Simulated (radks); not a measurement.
Values are calculated unless marked as measured or tabulated.
The tantalum ion Ta+, configuration [Xe] 4f14 5d3 7p1 (not the ground configuration). Code: a radial shooting solver on a logarithmic mesh with Libxc functionals. Model: scalar-relativistic Kohn-Sham, PBE, spin-polarised, spherical densities, point nucleus; open shells are filled with parallel spins first (spin-orbit coupling, left out, can overturn this in heavy ions).

Radial electron density D(r) = 4 pi r^2 rho(r):

r (bohr)  D(r) (e/bohr)  spin D(r)
0.003638          43.79  -0.000402
0.004304          52.75  -0.000479
0.005091          62.44  -0.000560
0.006022          72.39  -0.000640
0.007067          81.51  -0.000712
0.00836           89.88  -0.000779
0.00989           96.08  -0.000835
0.0117            99.31  -0.000888
0.01384           99.19  -0.000951
0.01624           96.36   -0.00104
0.01921           91.98   -0.00116
0.02273           88.63   -0.00124
0.02688           89.22   -0.00104
0.0318            95.82  0.0000455
0.03732           107.4    0.00298
0.04415           121.7    0.00983
0.05222           132.1     0.0228
0.06177           132.9     0.0439
0.07307           123.4     0.0728
0.08575           110.4      0.103
0.1014            102.7      0.127
0.12              107.1      0.129
0.142             118.2     0.0968
0.1679            121.3     0.0366
0.1986            106.6    -0.0210
0.2331            82.42    -0.0313
0.2757            63.83     0.0314
0.3262            62.80      0.142
0.3859            71.14      0.214
0.4565            72.39      0.172
0.5357            61.22     0.0416
0.6336            43.42    -0.0607
0.7496            28.83     0.0362
0.8867            20.55      0.408
1.049             16.04      0.967
1.231             12.47       1.48
1.456             8.639       1.79
1.722             5.280       1.77
2.038             2.929       1.49
2.41              1.541       1.07
2.828            0.8048      0.681
3.346            0.3696      0.347
3.958            0.1348      0.132
4.682           0.04119     0.0410
5.539           0.05810     0.0581
6.552            0.1412      0.141
7.689            0.1949      0.195
9.095            0.1624      0.162
10.76           0.07986     0.0799
12.73           0.02560     0.0256
15.06          0.005007    0.00501
17.67         0.0006125   0.000613

D(r) has 5 maxima, at r = 0.0127, 0.0575, 0.160, 0.428, 7.94 bohr, and minima at 0.0242, 0.104, 0.301, 4.95 bohr, inside which lie 1.90, 11.08, 29.79, 71.08 electrons.
